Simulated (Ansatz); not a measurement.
## Counterpoise correction, worked out

The pair of F⁻ (SMILES [F-], atom 1) and CH₃I (SMILES CI, atoms 2–6), both closed shells, in one local arrangement (a lower one may exist), relaxed at PBE0-D4/def2-TZVPD:

```
6
angstrom
F -0.5735 0.2554 -2.2284
C 0.2428 0.0822 0.2900
I -0.9545 -1.1275 1.6217
H -0.2031 0.0870 -0.7773
H 0.2530 1.0671 0.7554
H 1.2353 -0.3642 0.3387
```

Ansatz 0.2.0; basis: def2-TZVPPD; cores frozen in the correlated methods. Filled d shells of the heavier atoms are correlated. Core potentials replace the inner electrons of the atoms past krypton. The def2 sets are not built for correlating such inner shells, so the correlated values are less sure here.

CCSD(T) total energies in eV:

| system | geometry | basis functions | energy |
| --- | --- | --- | --- |
| pair | pair | all | -11884.72333 |
| F⁻ | as in the pair | all (partner as ghosts) | -2714.29073 |
| CH₃I | as in the pair | all (partner as ghosts) | -9169.57198 |
| F⁻ | as in the pair | its own | -2714.25079 |
| CH₃I | as in the pair | its own | -9169.55691 |
| F⁻ | free (PBE0-D4 minimum) | its own | -2714.25079 |
| CH₃I | free (PBE0-D4 minimum) | its own | -9169.66401 |

**Question.** Work out the interaction energy with and without the counterpoise correction, the superposition error, and the binding energy from the relaxed fragments.

**Answer.** Without correction: -11884.72333 − (-2714.25079) − (-9169.55691) = -0.91563 eV.
With correction (each fragment in the whole basis): -11884.72333 − (-2714.29073) − (-9169.57198) = -0.86062 eV = -19.85 kcal/mol.
The superposition error is the difference, 0.05501 eV, 6 % of the uncorrected value: each fragment borrows its partner's functions.
Deformation from the free shapes: 0.00000 eV for F⁻ and 0.10710 eV for CH₃I.
Binding energy from relaxed fragments: -0.86062 + 0.00000 + 0.10710 = -0.75352 eV = -17.38 kcal/mol (electronic, without zero-point energy; negative means bound). For comparison, the corrected interaction energy by CCSD(T) at an estimated basis limit (MP2 extrapolated from triple and quadruple zeta, plus CCSD(T) − MP2 in triple zeta) is -0.921 eV; triple zeta with the correction binds less.

T1 diagnostic: at most 0.023.

For scale, one of the runs: CCSD(T)/def2-TZVPPD, 187 basis functions, launched by `ansatz run in.yaml --threads 4 --pin off --events-out ev --progress --plain --max-ram 9574MiB`. The run took 71 s on 4 CPU threads of an Arm Neoverse V1 (shared host), with 2.3 GiB of host memory at its peak.
